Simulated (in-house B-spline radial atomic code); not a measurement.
**The bismuth ion Bi⁵⁺: [Kr] 4d10 4f14 5s2 (5p1/2)1 (5p3/2)4 5d10 6s1 (with a hole in an inner shell)**

Computed with an all-electron radial atomic-structure program (B-spline basis): Dirac-Hartree-Fock, average of the jj configuration, Fermi nucleus of rms radius 5.5211 fm.

Effective charges: Z_r = [3n² - l(l+1)]/(2<r>) from the radius, Z_e = n√(-2ε) from the energy, and Slater's rules. Values are occupation-weighted means over j. An effective charge above Z reflects the relativistic contraction of the inner shells.

| shell | electrons | ε (eV) | <r> (bohr) | Z_r | Z_e | Slater |
| --- | --- | --- | --- | --- | --- | --- |
| 1s | 2 | -91209 | 0.01579 | 94.97 | 81.88 | 82.70 |
| 2s | 2 | -16594 | 0.06575 | 91.25 | 69.85 | 78.85 |
| 2p | 6 | -14367 | 0.05996 | 83.39 | 64.99 | 78.85 |
| 3s | 2 | -4127.5 | 0.1707 | 79.07 | 52.25 | 71.75 |
| 3p | 6 | -3471.7 | 0.1724 | 72.51 | 47.92 | 71.75 |
| 3d | 10 | -2736.8 | 0.1576 | 66.63 | 42.55 | 61.85 |
| 4s | 2 | -1036.9 | 0.3767 | 63.71 | 34.92 | 55.25 |
| 4p | 6 | -815.69 | 0.4 | 57.51 | 30.97 | 55.25 |
| 4d | 10 | -540.19 | 0.421 | 49.88 | 25.20 | 43.85 |
| 4f | 14 | -243.64 | 0.4386 | 41.04 | 16.93 | 32.45 |
| 5s | 2 | -241.74 | 0.8361 | 44.85 | 21.08 | 25.70 |
| 5p | 5 | -174.34 | 0.9494 | 38.45 | 17.90 | 25.70 |
| 5d | 10 | -94.277 | 1.165 | 29.63 | 13.16 | 12.85 |
| 6s | 1 | -68.383 | 1.894 | 28.52 | 13.45 | 8.55 |

The least bound orbital is 6s1/2 at -68.38 eV, and it is also the most diffuse (<r> = 1.894 bohr). The part-filled 5p shell lies below the filled 5d shell in orbital energy.

For the 1s electron the small component carries 10.1 % of the norm, the zero-frequency Breit interaction raises the level by 357.7 eV, self-energy by 233.5 eV, and vacuum polarisation lowers it by 50.59 eV.
